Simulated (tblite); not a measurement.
Compound: C₆H₁₁O₂PSi.
Z-matrix (Å and degrees, GFN2-xTB geometry), rows numbered from 1:
```
C 
C   1  1.4893
C   2  1.3405  1  124.99
P   3  1.8060  2  109.66  1  -179.61
O   4  1.4724  3  120.51  2  -126.97
C   4  1.8642  3  107.56  2   106.83
O   6  1.3937  4  107.54  3  -178.82
C   4  1.8098  3   91.26  2    -1.45
C   8  1.3419  4  110.14  3     1.66
Si  9  1.8870  2  123.02  1     0.82
H   1  1.0891  2  110.02  3  -120.90
H   1  1.0892  2  110.17  3   120.49
H   1  1.0873  2  110.93  3    -0.21
H   3  1.0761  2  125.58  1    -0.40
H   6  1.1021  4  107.89  3    60.46
H   6  1.0904  4  112.10  3   -59.99
H   7  0.9695  6  107.49  4   -44.92
H   8  1.0760  4  124.33  3  -179.88
H  10  1.4663  9  108.55  2    60.81
H  10  1.4646  9  109.45  2   -58.88
H  10  1.4606  9  108.05  2  -179.52
```

All values are computed: GFN2-xTB (tblite) harmonic vibrations without scaling, gas phase. Against measured fundamentals such values can be off by several per cent, at times by over 20. Modes of hydrogen on silicon can be 10 to 20 % off. One conformer, not necessarily the lowest.

Harmonic wavenumbers (cm⁻¹): 45.5, 68.7, 74.7, 88.5, 157.5, 171.0, 185.9, 227.5, 264.6, 284.0, 302.4, 360.8, 398.5, 424.2, 431.7, 500.0, 514.2, 548.4, 607.1, 680.9, 692.1, 748.8, 766.5, 778.1, 779.8, 783.7, 792.9, 821.7, 849.8, 997.7, 1011.2, 1018.8, 1072.7, 1096.8, 1111.4, 1146.1, 1222.8, 1256.0, 1296.5, 1311.3, 1394.8, 1429.0, 1465.6, 1467.6, 1553.5, 1630.5, 2241.7, 2256.0, 2292.7, 2829.4, 2987.4, 3008.7, 3020.5, 3045.1, 3105.0, 3107.0, 3442.6.

A = 1718, B = 600.7, C = 524.7 MHz; mass 174.027 u (most abundant isotopes); point group C1, symmetry number 1.

Task: What is the zero-point energy?

Result: ½Σν̃ = 33084 cm⁻¹ = 94.59 kcal/mol.

Task: Give the ideal-gas entropy at 400 K and 1 bar in the rigid-rotor, harmonic-oscillator model (classical rotation).

Result: Translation 42.86, rotation 31.64, vibration 53.59: S = 128.1 cal/(mol K).

Task: And Cp and H(400 K) − H(0)?

Result: Cp = 60.59 cal/(mol K), of which vibrations give 52.64 (their classical limit is 57 R = 113.3); H(400 K) − H(0) = 14.28 kcal/mol without the zero-point energy, 11.10 from vibrations.

Task: How do the functions run with temperature in this model?

Result: 
```csv
T (K),S (cal/(mol K)),Cp (cal/(mol K)),H − H(0) (kcal/mol),G − H(0) (kcal/mol),ln q(vib)
150,85.5,29.7,2.79,-10.03,4.09
250,103.8,43.2,6.44,-19.52,7.68
298.15,112.0,49.2,8.67,-24.72,9.40
600,156.0,76.8,28.14,-65.43,19.77
900,190.2,91.7,53.62,-117.55,29.00
```

q(vib) and H(0) count from the zero-point level.

Task: Which modes carry the vibrational entropy at 400 K?

Result: 45.5 cm⁻¹: 5.59; 68.7 cm⁻¹: 4.77; 74.7 cm⁻¹: 4.60; 88.5 cm⁻¹: 4.27; 157.5 cm⁻¹: 3.14; 171.0 cm⁻¹: 2.98 cal/(mol K); the other 51 give 28.23 together.

Task: What must be added to the electronic energy to get the Gibbs energy at 400 K and 1 bar?

Result: ZPE + [H(400 K) − H(0)] − T·S = 94.59 + 14.28 − 51.23 = 57.64 kcal/mol.

Hindered rotation and anharmonicity are outside this model. Other conformers, if any are populated, would add a mixing term that is left out. The structure is chiral; the term R ln 2 for an equal mix with its mirror image is left out.
